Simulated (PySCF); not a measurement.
PtCl₂: fields on a plane

Level of theory: UPBE0 in PySCF with Pt def2-TZVP with ECP60, Cl def2-TZVP; scalar-relativistic core potentials, no spin–orbit coupling; density-fitted integrals.

The triplet minimum has Pt–Cl 2.156 Å (×2); Cl–Pt–Cl 180.0°.

The plane holds Pt1 at (0.00, 0.00), Cl2 at (2.16, 0.00), Cl3 at (-2.16, 0.00) Å. Columns run from x = -4.05 to 4.35 Å, rows from y = 2.25 (top) to -1.95 Å, in steps of 0.3 Å. Other isomers or separated fragments may lie lower. Core electrons replaced by a potential are absent, the electrostatic potential uses the reduced nuclear charge, and values within about 0.7 Å of such atoms have no physical meaning.

Give the electron density (e/Å³) (cut at 5 e/Å³). Every second row and column.


```
0.00 0.00 0.00 0.00 0.00 0.00 0.01 0.01 0.01 0.00 0.00 0.00 0.00 0.00 0.00
0.00 0.01 0.02 0.04 0.03 0.03 0.05 0.06 0.04 0.03 0.04 0.03 0.01 0.00 0.00
0.00 0.03 0.18 0.42 0.30 0.17 0.42 0.66 0.23 0.20 0.40 0.31 0.08 0.01 0.00
0.01 0.10 0.95 2.61 1.58 0.64 4.80 5.00 1.28 0.91 2.25 1.83 0.34 0.03 0.00
0.01 0.14 1.36 5.00 2.15 0.92 5.00 0.66 2.44 1.29 5.00 3.28 0.48 0.04 0.00
0.01 0.06 0.46 1.22 0.79 0.35 1.37 2.75 0.54 0.47 1.14 0.90 0.18 0.02 0.00
0.00 0.01 0.06 0.13 0.10 0.07 0.14 0.19 0.09 0.08 0.12 0.10 0.03 0.01 0.00
0.00 0.00 0.01 0.01 0.01 0.01 0.02 0.02 0.01 0.01 0.01 0.01 0.00 0.00 0.00
```

Give the electrostatic potential (V) (cut at 20 V). Lower edges of the bins (V): '0' -0.03, '1' 0.09, '2' 0.27, '3' 0.57, '4' 1.04, '5' 1.79, '6' 2.97, '7' 4.85, '8' 7.82, '9' 12.53; top 20.0.


```
00000000001111111100000000000
00000000112222222211000000000
00011222223344443322222110000
01123444444566665444444321100
11245677666788887666776542110
12357999977999999779999753211
13479999999999999999999974311
23589999999999999999999985321
23589999999999999999999985321
13479999999999999999999974311
12357999977999999779999753211
11245677666788887666776542110
01123444444566665444444321100
00011222223344443322222110000
00000000112222222211000000000
```

Other spin states or occupations of the open shell can lie lower. With an element this heavy the missing spin–orbit coupling can shift these numbers.
